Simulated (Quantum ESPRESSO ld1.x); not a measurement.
Results of a calculation; reference values are marked as such.
One sound ld1.x (Quantum ESPRESSO 7.5) input for the dysprosium ion Dy3+ gives E = -12158.76 hartree in 26 iterations:

```
 &input
    zed=66.0,
    iswitch=1,
    rel=2,
    dft='PZ',
    config='[Xe] 4f9',
    lsmall=.true.,
    prefix='ld1',
    max_out_wfc=37,
    file_charge='ld1.rho',
 /
```

Changed or added lines, one case at a time, and what came of them:

- dft='XYZ': refused. The program stops in set_dft_from_name with "XYZ: unrecognized dft": the name is not a functional that the program knows.
- noscf=.true.: ran as typed. With noscf the program prints the levels of a bare nucleus, with no screening and no total energy; they are not those of the atom.
- iswitch=7: refused. The program stops in ld1_readin with "wrong iswitch": iswitch takes 1 to 4.
- isic=1 latt=1: refused. The program stops in ld1_readin with "isic and latter correction not allowed": the two corrections exclude each other.
- rel=1 lsd=1 dft='PBE': silently wrong. The run ends normally, but in this build (ld1.x 7.5) Etot and Exc of a spin-polarised run lack the gradient corrections of exchange and correlation and come out near their LSDA values (nitrogen, PBE: -54.132 hartree against -54.536 from two other codes). The eigenvalues and orbitals are those of the GGA; the energies must not be used.
- config='[Xe] 4f9 1s1': refused. The program stops in el_config with "occupation wrong": the bracketed core already holds 1s.
- cau_fact=47.99: crashed. The program stops in dirsol with "no classical turning point found": with c below Z the Dirac equation of a point nucleus has no 1s solution.
